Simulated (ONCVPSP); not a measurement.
## Which change was made? (Sn, ONCV)

ONCVPSP 4.0.1 input, shortened (lines: element, Z, core and valence counts, functional; n l f; lmax; l rc ep ncon nbas qcut; lloc lpopt rc5 dvloc0; l nproj debl; icmod fcfact rcfact), PBE, scalar-relativistic:

```
  Sn 50.00    9    2        4      upf
    1    0    2.00
    2    0    2.00
    2    1    6.00
    3    0    2.00
    3    1    6.00
    3    2   10.00
    4    0    2.00
    4    1    6.00
    4    2   10.00
    5    0    1.00
    5    1    3.00
    2
    0    2.05    0.00    3    7    2.60
    1    2.35    0.00    3    6    4.00
    2    2.00    0.10    3    7    4.80
    4    5    1.95    0.00
    0    1    0.60
    1    1    2.60
    2    3    2.40
    0    0.00    0.00
```

Cutoffs, loose and tight: the cutoffs (Ha) at which the residual kinetic energy of the hardest occupied pseudo-wave falls to 1 and 0.1 mHa per electron. They do not see the model core or the augmentation charge, which bear on the density cutoff. Test errors are all-electron minus pseudo excitation energies from the reference, over the configurations 5s2 5p2; 5s2 5p1; 5s2 5p0; 5s1 5p2; variants that change the core or the reference have their own tests.

The base gives: outcome: generated; cutoff, loose: 25 Ha; cutoff, tight: 43 Ha; bound ghosts: d; GHOST(+) flags above zero: s; largest test error (meV): +192.

Problem. After one change the result is: outcome: generated; cutoff, loose: 25 Ha; cutoff, tight: 43 Ha; bound ghosts: d, s; GHOST(+) flags above zero: none; largest test error (meV): +830. Which change was it?
A. s: nproj 2
B. local potential polynomial inside 1.45 bohr (lpopt 3, dvloc0 2 Ha)
C. all radii scaled by about 0.85 (s 1.76, p 2.00, d 1.70 bohr); local potential polynomial inside 1.66 bohr (lpopt 5, dvloc0 0 Ha)
D. core correction Teter function fitted to the true core (icmod 2), fcfact 0.55

Solution. B. The others give: s: nproj 2 → outcome: generated; cutoff, loose: 25 Ha; cutoff, tight: 43 Ha; bound ghosts: d; GHOST(+) flags above zero: s; largest test error (meV): +60 | all radii scaled by about 0.85 (s 1.76, p 2.00, d 1.70 bohr); local potential polynomial inside 1.66 bohr (lpopt 5, dvloc0 0 Ha) → outcome: failed: ERROR pspot: first pseudo wave function has node, program will stop | core correction Teter function fitted to the true core (icmod 2), fcfact 0.55 → outcome: generated; cutoff, loose: 25 Ha; cutoff, tight: 43 Ha; bound ghosts: d; GHOST(+) flags above zero: s; largest test error (meV): -17.
